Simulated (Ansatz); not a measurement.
A trace of molecular dynamics of BFH$_{4}$O$_{2}$ (8 atoms, charge 0, multiplicity 1).

Level of theory: Ansatz 0.2.0, RKS revPBE-D4/6-31G*.

```json
{
 "ensemble": "NVE (velocity Verlet)",
 "starting velocities drawn for": "300 K",
 "seed": "10868"
}
```

```json
{"time (fs)": "0", "T (K)": "300", "potential energy less start (eV)": "0.000", "conserved less start (meV/atom)": "0.00"}
{"time (fs)": "4", "T (K)": "268", "potential energy less start (eV)": "0.025", "conserved less start (meV/atom)": "0.06"}
{"time (fs)": "8", "T (K)": "289", "potential energy less start (eV)": "0.009", "conserved less start (meV/atom)": "0.09"}
{"time (fs)": "12", "T (K)": "438", "potential energy less start (eV)": "-0.106", "conserved less start (meV/atom)": "0.16"}
{"time (fs)": "16", "T (K)": "641", "potential energy less start (eV)": "-0.263", "conserved less start (meV/atom)": "0.21"}
{"time (fs)": "20", "T (K)": "803", "potential energy less start (eV)": "-0.388", "conserved less start (meV/atom)": "0.17"}
{"time (fs)": "24", "T (K)": "789", "potential energy less start (eV)": "-0.378", "conserved less start (meV/atom)": "0.15"}
{"time (fs)": "28", "T (K)": "927", "potential energy less start (eV)": "-0.486", "conserved less start (meV/atom)": "0.04"}
{"time (fs)": "32", "T (K)": "1089", "potential energy less start (eV)": "-0.612", "conserved less start (meV/atom)": "-0.04"}
{"time (fs)": "36", "T (K)": "1047", "potential energy less start (eV)": "-0.579", "conserved less start (meV/atom)": "0.03"}
{"time (fs)": "40", "T (K)": "1032", "potential energy less start (eV)": "-0.566", "conserved less start (meV/atom)": "0.11"}
{"time (fs)": "44", "T (K)": "1105", "potential energy less start (eV)": "-0.623", "conserved less start (meV/atom)": "0.13"}
{"time (fs)": "48", "T (K)": "1080", "potential energy less start (eV)": "-0.604", "conserved less start (meV/atom)": "0.16"}
{"time (fs)": "52", "T (K)": "1008", "potential energy less start (eV)": "-0.548", "conserved less start (meV/atom)": "0.16"}
{"time (fs)": "56", "T (K)": "871", "potential energy less start (eV)": "-0.442", "conserved less start (meV/atom)": "0.08"}
{"time (fs)": "60", "T (K)": "845", "potential energy less start (eV)": "-0.422", "conserved less start (meV/atom)": "0.02"}
{"time (fs)": "64", "T (K)": "957", "potential energy less start (eV)": "-0.510", "conserved less start (meV/atom)": "0.03"}
{"time (fs)": "68", "T (K)": "1058", "potential energy less start (eV)": "-0.588", "conserved less start (meV/atom)": "0.01"}
{"time (fs)": "72", "T (K)": "957", "potential energy less start (eV)": "-0.509", "conserved less start (meV/atom)": "0.10"}
{"time (fs)": "76", "T (K)": "915", "potential energy less start (eV)": "-0.476", "conserved less start (meV/atom)": "0.19"}
{"time (fs)": "80", "T (K)": "975", "potential energy less start (eV)": "-0.523", "conserved less start (meV/atom)": "0.14"}
{"time (fs)": "84", "T (K)": "811", "potential energy less start (eV)": "-0.395", "conserved less start (meV/atom)": "0.12"}
{"time (fs)": "88", "T (K)": "737", "potential energy less start (eV)": "-0.338", "conserved less start (meV/atom)": "0.11"}
{"time (fs)": "92", "T (K)": "846", "potential energy less start (eV)": "-0.423", "conserved less start (meV/atom)": "0.04"}
{"time (fs)": "96", "T (K)": "913", "potential energy less start (eV)": "-0.475", "conserved less start (meV/atom)": "0.02"}
{"time (fs)": "100", "T (K)": "932", "potential energy less start (eV)": "-0.490", "conserved less start (meV/atom)": "0.05"}
```

Task: Is this trajectory sound?

Result: The conserved energy stayed within 0.24 meV per atom of its start (net change 0.05 meV per atom), so the integration is sound. The kinetic energy rose, since the run started high on the potential surface and went downhill. It ends in pieces (BFH2O + H2O), so much of that is their flight and rotation, not heat. A run of 0.1 ps of so small a system gives no equilibrium averages. The orbitals stay closed-shell, which can raise the energy where a bond breaks towards radicals; this wasn't checked here. The time step was 0.5 fs.

The run took 2.5 min on 1 thread of Intel(R) Xeon(R) 6975P-C (Granite Rapids), on a shared host, peak memory 0.13 GiB.
